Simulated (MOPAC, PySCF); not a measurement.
H2BIO2, SMILES `B(O)(O)I` (H–O–B–I torsion -180°, I–B–O–H torsion 180°), neutral singlet in the gas phase. 

Cartesian coordinates (Å):
```xyz
6

O     -0.1556     1.2209     0.0037
B      0.3672    -0.0254     0.0150
O     -0.3212    -1.1880    -0.0240
I      2.5046    -0.1732     0.1037
H     -1.1149     1.2844    -0.0351
H     -1.2801    -1.1187    -0.0632
```
Charge 0, multiplicity 1.

All levels are single points at this geometry (CAM-B3LYP-D3(BJ)/def2-TZVP); Pople sets use spherical d functions. Orbital energies aren't observables, and empty levels follow the basis.

CAM-B3LYP-D3(BJ)/def2-TZVP in PySCF gives gap (eV) = 9.02.

Estimate the gap (eV) from each of these levels: PBE-D3(BJ)/def2-TZVP in PySCF; B3LYP/6-31G* (LANL2DZ on I) in PySCF; M06-2X/6-31G* (LANL2DZ on I) in PySCF; PBE/6-31G* (LANL2DZ on I) in PySCF; AM1 in MOPAC; PM3 in MOPAC; PM6 in MOPAC; PM7 in MOPAC.


```tsv
level	gap (eV)
PBE-D3(BJ)/def2-TZVP in PySCF	4.99
B3LYP/6-31G* (LANL2DZ on I) in PySCF	7.17
M06-2X/6-31G* (LANL2DZ on I) in PySCF	9.49
PBE/6-31G* (LANL2DZ on I) in PySCF	5.64
AM1 in MOPAC	10.29
PM3 in MOPAC	7.92
PM6 in MOPAC	8.26
PM7 in MOPAC	8.25
```
